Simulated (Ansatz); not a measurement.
Total energies of the cluster Al2Ni⁻ from Ansatz at PBE-D4/def2-TZVPD, gas phase (1 Eh = 27.2114 eV = 2625.5 kJ/mol). The reference geometry is relaxed at r2SCAN-D4/def2-TZVPD.

```xyz
3

Ni    1.191   -0.018    0.252
Al   -0.388    0.863   -1.049
Al   -0.803   -0.845    0.797
```

```csv
state,geometry,energy (Eh)
charge -1 doublet,reference,-1992.76005
charge 0 singlet,reference,-1992.71511
charge -1 quartet,relaxed at r2SCAN-D4/def2-TZVPD,-1992.73331
```

Problem. Work out the vertical ionisation energy to the singlet.

Solution. E(charge 0 singlet) − E(charge -1 doublet) = -1992.71511 − (-1992.76005) = 0.04494 Eh = 1.22 eV. For comparison, −ε of the highest occupied level of the spin that leaves is -0.91 eV at this level, 2.13 eV less.

Problem. Which of the charge -1 states is lowest, and how far above it are the others?

Solution. The doublet. quartet: -1992.73331 − (-1992.76005) = 0.02674 Eh = 70.2 kJ/mol.

At PBE-D4/def2-TZVPD the highest occupied level of the charge -1 doublet lies above zero (up to 0.91 eV). By energy differences its removal costs 1.22 eV (vertical, to the charge 0 singlet, at PBE-D4/def2-TZVPD); a positive level beside a positive removal energy at the same level points to self-interaction error. At PBE-D4/def2-TZVPD the highest occupied level of the charge -1 quartet lies above zero (up to 0.81 eV). It is a level of α spin, whose loss leaves a triplet; that state wasn't run at this geometry and level. The electron is either unbound and held by the finite basis, or the level is raised by self-interaction error. The restricted singlet is unstable towards broken spin symmetry in Hartree–Fock (as tested in another run); at PBE-D4/def2-TZVPD this wasn't settled. 

The structure comes from a short search, and lower isomers may exist.
